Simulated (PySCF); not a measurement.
Mn: excitation energy

Mn [Ar] 3d5 4s2 (6S) → Mn [Ar] 3d4 4s2 5s1 (6D), as a difference of total energies. Calculation: PySCF 2.14, in aug-cc-pVTZ (8s7p5d3f2g, 93 functions); the non-relativistic Hamiltonian (point nucleus). Correlated levels: valence: [Ar] frozen. The calculations carry no spin-orbit coupling.

| method | excitation energy (cm⁻¹) |
| --- | --- |
| UHF | 88208 |
| LDA | 100440 |
| PBE | 97400 |
| PBE0 | 96323 |
| r2SCAN | 98978 |
| BLYP | 96158 |
| B3LYP | 95908 |
| PBEsol | 98590 |
| TPSSh | 96445 |
| MP2 (valence) | 93593 |
| SCS-MP2 (valence) | 88760 |

A first-order spin-orbit estimate (lowest level to lowest level, LS coupling) adds -0.064 eV.

The upper state lies above the first ionisation limit, where it may autoionise and the basis confines it. A Rydberg-like electron needs more diffuse functions than a valence basis has.

The promoted electron is Rydberg-like, and one or two diffuse shells describe it only roughly, which tends to raise the upper state.
